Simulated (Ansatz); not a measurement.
Reaction (cleavage of the Si–Al bond): `CO[CH2][AlH][SiH3]` + `N#CO` → `N#CO[SiH3]` + `CO[CH2][AlH2]`

Calculated with Ansatz (gas phase, PBE0-D4/def2-TZVP geometries, no zero-point term in ΔE). CBS: MP2 limit from def2 TZ/QZ plus the TZ coupled-cluster correction, frozen cores. This one scheme is used for every species. Functionals use def2-TZVPP. One conformer a species, not always the lowest.

Task: Is it downhill or uphill in electronic energy at CCSD(T)/CBS, and by how much? (An estimate is asked.)

Result: Computed: Downhill: ΔE = -0.91 eV.

Task: What do these levels give: PBE, PBE0, HF/def2-TZVPP, HF/CBS(def2), MP2/CBS(def2), CCSD/CBS(def2)? (Estimate.)

Result: Ansatz gave: PBE -0.64, PBE0 -0.72, HF/def2-TZVPP -1.24, HF/CBS(def2) -1.28, MP2/CBS(def2) -1.04, CCSD/CBS(def2) -0.96 eV.

Largest T1 diagnostic among the species: 0.014.

From PBE to PBE0 (25 % exact exchange), in def2-TZVPP and without D4, ΔE moves by −0.09 eV. The D4 term adds +0.05 eV with B3LYP and +0.03 eV with PBE0; it sums over pairs of atoms, weighted by their polarisabilities, and B3LYP, whose exchange is more repulsive, gets the larger term.

B3LYP here is the variant with VWN-RPA as its local correlation; programs differ in this.
